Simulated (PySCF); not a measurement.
C4H10O4Si2, SMILES O[Si](C)(O)C#C[Si](C)(O)O (GFN2-xTB optimised geometry):

```
20

Si    -0.369    -0.913     0.000
C     -0.934    -1.864    -1.537
O     -0.804     0.667     0.000
O      1.255    -0.913     0.000
C     -1.055    -1.733     1.526
C     -1.526    -2.271     2.501
Si    -2.213    -3.089     4.027
C     -1.645    -2.138     5.563
O     -1.780    -4.670     4.027
O     -3.837    -3.086     4.028
H     -0.661    -1.340    -2.448
H     -2.011    -2.006    -1.543
H     -0.475    -2.846    -1.574
H     -1.724     0.913     0.009
H      1.724    -0.212     0.444
H     -1.929    -2.656     6.474
H     -0.566    -2.009     5.574
H     -2.092    -1.150     5.593
H     -0.861    -4.917     4.018
H     -4.306    -3.787     3.584
```

Computed with CAM-B3LYP/def2-SVP in PySCF.

What are the frontier orbital energies and the dipole moment?

HOMO-2 -9.78 eV, HOMO-1 -9.28 eV, HOMO -9.21 eV, LUMO 0.97 eV, LUMO+1 1.23 eV; dipole moment 0.00 D.

On the same geometry PySCF 2.14.0 with PBE/def2-SVP gives HOMO-2 -6.77 eV, HOMO-1 -6.62 eV, HOMO -6.52 eV, LUMO -1.04 eV, LUMO+1 -0.81 eV; dipole moment 0.00 D.

Meta-Löwdin charges at CAM-B3LYP/def2-SVP: Si1 1.28, C2 -0.57, O3 -0.72, O4 -0.71, C5 -0.30, C6 -0.30, Si7 1.28, C8 -0.57, O9 -0.72, O10 -0.71, H11 0.12, H12 0.11, H13 0.12, H14 0.33, H15 0.34, H16 0.12, H17 0.11, H18 0.12, H19 0.33, H20 0.34.
